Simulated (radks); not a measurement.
The numbers below are computed, except where a source is named.
Spherical jellium clusters: N electrons in a uniform positive sphere of charge N and radius rs N^(1/3), rs = 4.21 bohr. Level of theory: non-relativistic Kohn-Sham, PBEsol, spin-polarised, spherical densities (a radial shooting solver with Libxc functionals). Levels are named by radial order and angular momentum (1s, 1p, 1d, 2s, ...), and open shells are averaged over m.

N = 9, configuration 1s2 1p6 1d(up 1, down 0). This is the lowest configuration that the search found. Occupied levels:

level    occupation  eigenvalue (eV)  <r> (bohr)
1s up             1          -4.3655       5.851
1s down           1          -4.2968       5.672
1p up             3          -3.3359       6.996
1p down           3          -3.2015       6.890
1d up             1          -2.0651       8.005

Energy (eV): total -15.9446, kinetic 14.069, external -296.25, Hartree 145.76, exchange-correlation -30.545, background 151.02.
